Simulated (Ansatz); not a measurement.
A nudged elastic band was laid between two geometries of AlFH4N2 + H3P (12 atoms, charge 0, multiplicity 1).

Theory: Ansatz 0.2.0, RKS B3LYP/def2-SVP.

```
movable images  : 9
climbing image  : yes
spring          : 5.0 eV/Å²
optimiser       : quadratic models (default)
start path      : through a guess of the saddle point
force threshold : 0.03 eV/Å
iteration limit : 60
end points      : relaxed
```

Initial state:

```xyz
12
Properties=species:S:1:pos:R:3
Al -0.126 -0.284 -0.292
F -0.227 -0.614 1.345
N 1.463 0.095 -0.971
H 2.320 0.113 -0.427
H 1.663 0.314 -1.942
N -1.619 -0.332 -1.234
H -2.530 -0.545 -0.839
H -1.704 -0.161 -2.230
P 0.322 3.187 1.666
H 1.509 2.988 2.437
H 0.920 2.658 0.477
H -0.217 1.912 2.028
```

Final state:

```xyz
12
Properties=species:S:1:pos:R:3
Al 0.091 0.621 -0.325
F 0.329 -0.012 1.655
N 1.554 -0.121 -1.026
H 1.618 -0.418 -1.994
H 2.464 -0.200 -0.583
N -1.530 0.161 -0.903
H -1.794 -0.757 -1.246
H -2.325 0.790 -0.951
P 0.097 2.866 0.558
H -0.440 2.610 1.872
H 1.453 2.893 1.012
H 0.256 0.897 1.951
```

Question: What changes between the two ends?

Answer: Bonds broken: P9–H12. Bonds formed: Al1–P9, F2–H12. AlFH4N2 + H3P becomes AlFH7N2P.

Question: Give the energies along the band, and the barrier.

Answer: It did not converge within its limit. The highest image is number 7 of 0 to 10, 34.6 kcal/mol above the first end and 3.0 kcal/mol above the last; the last end lies 31.6 kcal/mol above the first. The band didn't meet its force threshold, so its energies are provisional: the largest band force was still 0.30 eV/Å, and over the last iterations the top stayed at 1.50 eV. Neighbouring images lie up to 2.6 Å apart, so the band is torn or far too coarse. Inner images lie below an end point, which means an intermediate or an end that isn't the lowest structure nearby. The orbitals stay closed-shell, which can raise the energy where a bond breaks towards radicals; this wasn't checked here.

```csv
image,path coordinate (Å),energy (kcal/mol),P9–H12 (Å),Al1–P9 (Å),F2–H12 (Å)
0,0.00,0.0,1.43,4.01,2.62
1,2.60,-0.6,1.43,3.79,2.61
2,5.19,0.0,1.43,4.05,2.61
3,7.79,-0.4,1.43,3.81,2.60
4,10.38,0.2,1.43,4.07,2.46
5,12.98,-1.9,1.42,2.96,3.13
6,15.58,-2.1,1.42,2.68,2.97
7,18.17,34.6,2.08,2.49,1.03
8,20.32,4.8,1.43,3.38,2.40
9,22.47,33.7,2.32,2.45,0.97
10,24.59,31.6,2.42,2.41,0.96
```

The band took 60 iterations and of the order of 50 core-minutes.

Run time: 14 min on 4 threads of Arm Neoverse V2 (shared host), peak memory 0.26 GiB.
